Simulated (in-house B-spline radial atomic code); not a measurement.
Checks on a self-consistent run for the terbium ion Tb⁺, [Kr] 4d10 4f9 5s2 5p5 6s1 6d1. Level of theory: Dirac-Hartree-Fock, average of configuration, Fermi nucleus of rms radius 5.06 fm; calculated with an all-electron radial atomic-structure program (B-spline basis).

```tsv
orbital	q	ε (Eh)	<1/r>	<r²>	small-component weight
1s1/2	2	-1922.73972	73.0908	0.000631469	0.058777
2s1/2	2	-323.59536	17.4932	0.00981401	0.013048
2p1/2	2	-306.77791	17.4273	0.00714119	0.013052
2p3/2	4	-279.26682	15.3441	0.00836539	0.01208
3s1/2	2	-74.09346	6.40104	0.0649465	0.0041731
3p1/2	2	-66.77983	6.30329	0.0605844	0.0040998
3p3/2	4	-60.98878	5.77857	0.0674656	0.0038333
3d3/2	4	-48.56750	5.642	0.0537992	0.0036917
3d5/2	6	-47.31914	5.5117	0.0557221	0.0036139
4s1/2	2	-16.00875	2.64504	0.331521	0.0012949
4p1/2	2	-13.07840	2.53271	0.350366	0.0012141
4p3/2	4	-11.78127	2.36351	0.387129	0.0011268
4d3/2	4	-6.92429	2.13789	0.446084	0.0009536
4d5/2	6	-6.68578	2.09334	0.461498	0.00092702
4f5/2	3.8571	-1.04136	1.56223	0.898387	0.00055608
4f7/2	5.1429	-1.01065	1.54241	0.926567	0.0005448
5s1/2	2	-2.64222	0.986642	2.00561	0.00025488
5p1/2	1.6667	-1.78396	0.878607	2.50394	0.00020767
5p3/2	3.3333	-1.60824	0.820668	2.81067	0.00018562
6s1/2	1	-0.53440	0.356159	13.6938	3.866e-05
6d3/2	0.4	-0.16853	0.172152	65.3712	1.1858e-05
6d5/2	0.6	-0.16716	0.170213	66.6826	1.1562e-05
```

Electron-electron repulsion V_ee = 4287.3986 hartree.

(1) What total energy follows from the eigenvalues?

(2) Does the Dirac virial theorem hold?

(3) What diamagnetic shielding (Lamb formula) and susceptibility (Langevin formula) do the radii give?

Results:

(1) The eigenvalues count the repulsion twice, so E = Σqε - V_ee = -7423.826 - 4287.399 = -11711.225 hartree; the run printed -11711.225.

(2) For a point nucleus E = -2c²Σq·w, with w the small-component weight. Here Σq·w = 0.31178 and c = 137.0360, so the ratio E/(-2c²Σq·w) is 1.000138; the finite nucleus accounts for the departure from 1.

(3) σ = (α²/3)Σq<1/r> = 443.14/(3·137.036²) = 7865.9 ppm, and χ = -0.79199×10⁻⁶·Σq<r²> = -90.48×10⁻⁶ cm³/mol with Σq<r²> = 114.24 bohr². Both are non-relativistic formulas without the paramagnetism of open shells; for so heavy an element the full relativistic shielding is larger by tens of per cent.
